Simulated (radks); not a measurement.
The numbers below are computed, except where a source is named.
Valence configurations of Zn II (all share [Ar]). Code: a radial shooting solver on a logarithmic mesh with Libxc functionals. Model: Dirac Kohn-Sham, BLYP, spin-unpolarised, spherical densities, finite nucleus; open shells fill j = l - 1/2 first; Fermi nuclear charge, rms radius 3.9283 fm. Energies are relative to 3d10 4s1; eigenvalues in eV.

\begin{tabular}{lrrrrr}
valence & E (eV) & e(3d3/2) & e(3d5/2) & e(4p1/2) & e(4s1/2) \\ \hline
3d10 4s1 & 0.000 & -19.945 & -19.585 & - & -14.126 \\
3d10 4s0.5 4p0.5 & 3.101 & -20.817 & -20.457 & -8.420 & -14.680 \\
3d9.5 4s1.5 & 3.273 & -23.058 & -22.684 & - & -15.008 \\
3d10 4p1 & 6.261 & -21.656 & -21.295 & -8.826 & - \\
3d9 4s2 & 7.717 & -26.438 & -26.050 & - & -15.913 \\
3d9 4s1 4p1 & 14.630 & -28.102 & -27.713 & -9.889 & -16.910 \\
3d9 4s0.5 4p1.5 & 18.166 & -28.891 & -28.501 & -10.250 & -17.374 \\
3d9 4p2 & 21.752 & -29.655 & -29.265 & -10.595 & - \\
3d8 4s2 4p1 & 28.163 & -35.512 & -35.094 & -11.008 & -18.687 \\
\end{tabular}

NIST lists [Ar] 3d10 4s1 as the ground configuration; this level of theory agrees among the configurations tried. The energies are those of spherical spin-averaged densities, not of single terms.
